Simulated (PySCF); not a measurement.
**Relaxation of singlet PtN(OH)**

Level of theory: PBE0/[Pt def2-TZVP with ECP60, N def2-TZVP, O def2-TZVP, H def2-TZVP], scalar-relativistic core potentials, density fitting, no spin–orbit coupling, PySCF. A (50,194) grid was used.

A hand-made linear (heavy-atom frame) start, of Cs symmetry, held to at least that symmetry:

Coordinates in bohr (charge 0 multiplicity 1):
```
Pt   -0.0062    0.0000    0.0683
N    -0.0062    0.0000    3.3186
O    -0.0062    0.0000   -3.4466
H     1.3835    0.0000   -4.6128
```

**Question.** What does it relax to?

**Answer.** It ends at Cs with O–H 0.957 Å, Pt–N 1.653 Å, Pt–O 1.847 Å; H–O–Pt 140.8°, N–Pt–O 170.0°. A frequency run shows a minimum.

**Question.** How much energy is released, and in how many steps?

**Answer.** 16.9 kJ/mol in 9 steps.

With an element this heavy the missing spin–orbit coupling can shift these numbers.

The relaxation took roughly 50 core-seconds on a shared host.
